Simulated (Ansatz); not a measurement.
Results of the Gaussian-basis code of Ansatz.

A structure relaxed at PBE0-D4/def2-TZVP, charge 0, multiplicity 1:

| atom | x (Å) | y (Å) | z (Å) |
| --- | --- | --- | --- |
| C1 | 0.002 | -0.569 | 1.628 |
| Ga2 | 0.221 | 0.704 | 0.138 |
| C3 | -0.140 | 0.132 | -1.713 |
| H4 | -1.052 | -0.593 | 1.924 |
| H5 | 0.584 | -0.287 | 2.507 |
| H6 | 0.274 | -1.584 | 1.330 |
| H7 | 0.687 | 2.184 | 0.428 |
| H8 | 0.754 | -0.357 | -2.116 |
| H9 | -0.380 | 0.970 | -2.369 |
| H10 | -0.951 | -0.599 | -1.756 |

Q: Give its formula and SMILES.

A: C2H7Ga, `[CH3][GaH][CH3]`.

Q: Point group (tolerance 0.08 Å, 0.16 Å for H)?

A: C2.

Q: Summarise the bond lengths by kind.

A: 2 × C–Ga 1.971 Å; 6 × C–H 1.091 to 1.096 Å; 1 × Ga–H 1.579 Å.
